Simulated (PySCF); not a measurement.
Compound: C₃H₉Tl.
Cartesian coordinates in Å at the PBE0-D3(BJ)/def2-SVP level; atoms count from 1:
```
atom  x, y, z in Å
C1    -0.457    2.170   -0.147
Tl2    0.011   -0.001    0.017
C3     2.121   -0.695    0.145
C4    -1.661   -1.472    0.018
H5    -0.382    2.463   -1.205
H6     0.264    2.764    0.431
H7    -1.478    2.374    0.206
H8     2.291   -1.132    1.140
H9     2.819    0.138   -0.010
H10    2.300   -1.474   -0.610
H11   -2.568   -1.017    0.438
H12   -1.864   -1.766   -1.023
H13   -1.392   -2.370    0.590
```

Theory: PySCF, PBE0-D3(BJ)/def2-SVP geometry optimisation, gas phase, def2 core potentials past Kr.

Task: Which atoms are bound to Tl2, and at what distances?

Result: 3 atoms: C3 2.225 Å, C4 2.227 Å, C1 2.227 Å. The nearest atom not counted as bound is H12, at 2.78 Å (others tie with it).

Task: List the angles at Tl2.

Result: 
```tsv
angle	degrees	distance of the outer atoms (Å)
C1–Tl2–C3	120.5	3.87
C3–Tl2–C4	120.4	3.86
C1–Tl2–C4	119.1	3.84
```

Task: What is the shape at Tl2?

Result: Planar: angles 120.5°, 120.4° and 119.1°, sum 360.0°, 0.01 Å off the plane of its three neighbours.

Task: What are the other bond lengths?

Result: C1–H5 and 8 like bonds 1.099 Å.

Charge 0, singlet. No PBE0-D3(BJ)/def2-SVP frequencies stand behind this structure, so it isn't proved a minimum.

Hardware: one thread of an AMD EPYC 7571, shared host with 64 logical CPUs at a one-minute load of 50. Cost: 82 s wall, 0.49 GiB resident at most. This is the geometry optimisation.
